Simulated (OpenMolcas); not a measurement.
Pm3+ among 8 point charges of -1.5 e arranged as a cube (Oh), 2.93 Å from the ion.
```
   1.6916    1.6916    1.6916  -1.50
   1.6916    1.6916   -1.6916  -1.50
   1.6916   -1.6916    1.6916  -1.50
   1.6916   -1.6916   -1.6916  -1.50
  -1.6916    1.6916    1.6916  -1.50
  -1.6916    1.6916   -1.6916  -1.50
  -1.6916   -1.6916    1.6916  -1.50
  -1.6916   -1.6916   -1.6916  -1.50
```

| Item | Value |
| --- | --- |
| Program | OpenMolcas |
| Method | CASSCF |
| Basis | ANO-RCC-VTZP [8s7p5d3f2g1h] |
| Scalar Hamiltonian | DKH2, point nucleus |
| Active space | 4 electrons in 7 orbitals (4f) |
| State averaging | 2S+1 = 5 even, 35 roots (33 in the spin-orbit step); 2S+1 = 3 even, 117 roots kept (CI in the orbitals of an earlier block, 106 in the spin-orbit step); 2S+1 = 1 even, 75 roots kept (CI in the orbitals of an earlier block, 31 in the spin-orbit step) |
| Spin-orbit coupling | state interaction with AMFI integrals over the reference wave functions |

Task: What is the spin-free ground state (labels of O, the rotations of Oh)?

Result: 5E, 2-fold in its orbital part, 100 % from free-ion I terms; it has the highest spin that f4 allows.

Task: Where is the first state of the same spin?

Result: 5T2 at 6.67 cm-1 above the ground state.

Task: What are the lowest two levels with spin-orbit coupling?

Result: A 1-fold level A1, then a 3-fold level T1 34.4 cm-1 above it. Their leading multiplicities are 5 (98 %) and 5 (98 %).

Task: What is χT at 300 K, and how does it compare with the textbook value?

Result: Hund's rules give f4 the level 5I4 with g = 0.600, so an isolated free-ion multiplet has χT = g² J(J+1) / 8 = 0.900 cm3 K/mol. The computed 1.000 at 300 K differs by +11 %, through the field's splitting, the mixing of terms and any other multiplet in reach.

High states are left out of the spin-orbit mixing, which shifts the levels that they would mix with. This is an electrostatic model: the charges have no orbitals. The first state left out of the spin-orbit step lies near 39000 cm-1 above the lowest spin-free state of the reference (among the parities and spins computed), and the lists stop at four fifths of that energy or lower. No measured value stands beside these numbers.
